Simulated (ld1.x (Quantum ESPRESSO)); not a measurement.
## Which setting gave this result? (manganese, ultrasoft)

Base potential:

| Item | Value |
| --- | --- |
| Element | manganese (Mn) |
| Generator | ld1.x (Quantum ESPRESSO) 7.5 |
| Type | ultrasoft |
| Functional | PBEsol |
| Relativity | scalar-relativistic |
| Frozen core | [Ar] |
| Valence charge | 7 |
| Reference configuration | 3d6 4s1 4p0 |
| Partial waves | 4s (bound): rcut 2.35, rcutus 2.80 bohr; 4s channel at 0.6 Ry: rcut 2.35, rcutus 2.80 bohr; 4p (bound, empty): rcut 2.40, rcutus 2.90 bohr; 4p channel at 0.65 Ry: rcut 2.40, rcutus 2.90 bohr; 3d (bound): rcut 1.10, rcutus 1.25 bohr; 3d channel at 0.25 Ry: rcut 1.10, rcutus 1.25 bohr |
| Local potential | all-electron potential smoothed inside 2.55 bohr (lloc = -1) |
| Core correction | none |
| Augmentation charge | PSQ, radius 1.10 bohr |

Cutoffs, loose and tight: the cutoffs (Ry, on a coarse ladder) from which the occupation-weighted sum of valence levels, in a spherical-Bessel basis at the reference potential, stays within 10 and 1 mRy of its value at 400 Ry. They do not see the model core or the augmentation charge, which bear on the density cutoff. Test errors are all-electron minus pseudo excitation energies from the reference, over the configurations 3d5 4s2 4p0; 3d5 4s1 4p0; 3d5 4s0 4p0; 3d4 4s2 4p1; 3d5 4s0 4p2; 3d3 4s0 4p0; 3d5 4s0 4p1; variants that change the core or the reference have their own tests. The largest error is taken over the tests solved by every variant that gives reliable tests at all, those not shown here included: 3d5 4s0 4p0; 3d5 4s1 4p0; 3d5 4s2 4p0.

Only the scale of all radii (base = 1) is moved (3 further runs of the sweep failed or gave no value and are left out):

```
scale of all radii (base = 1)  cutoff, loose  cutoff, tight  bound ghosts  largest test error (meV)
                         0.82         100 Ry         180 Ry          none                       -37
                         0.99          70 Ry         120 Ry          none                     -1861
                         1.07          60 Ry         100 Ry          none                       +28
                         1.32          40 Ry          60 Ry          none                       +20
                          1.4          35 Ry          55 Ry          none                       +30
```

Question: One more run gave cutoff, loose: 50 Ry; cutoff, tight: 90 Ry; bound ghosts: none; largest test error (meV): +47. Which value of the scale of all radii (base = 1) was used?

Answer: 1.14. The loose cutoff moves one way along this sweep, from 100 Ry at 0.82 to 35 Ry at 1.4, which places the run between 1.07 and 1.32.
